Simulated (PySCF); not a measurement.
# In+: ionisation energy

In+ [Kr] 4d10 5s2 (1S) → In(2+) [Kr] 4d10 5s1 (2S), as a difference of total energies. All numbers are calculated (PySCF 2.14, the spin-free X2C one-electron Hamiltonian (Gaussian nucleus), in x2c-TZVPall (8s6p4d2f, 60 functions)). Correlated levels: valence: [Kr] 4d10 frozen. The calculations carry no spin-orbit coupling.

| method | ionisation energy (eV) | error (eV) |
| --- | --- | --- |
| UHF | 17.035 | -1.835 |
| LDA | 19.414 | +0.544 |
| PBE0 | 18.678 | -0.192 |
| MP2 (valence) | 17.656 | -1.214 |
| SCS-MP2 (valence) | 17.781 | -1.089 |

Reference: 18.870 eV (measured; NIST Atomic Spectra Database, ionization energies).

Errors of the correlated levels include the incompleteness of this basis and the frozen core.

MP2 underrates the near-degeneracy of ns² with np² in the lower species.
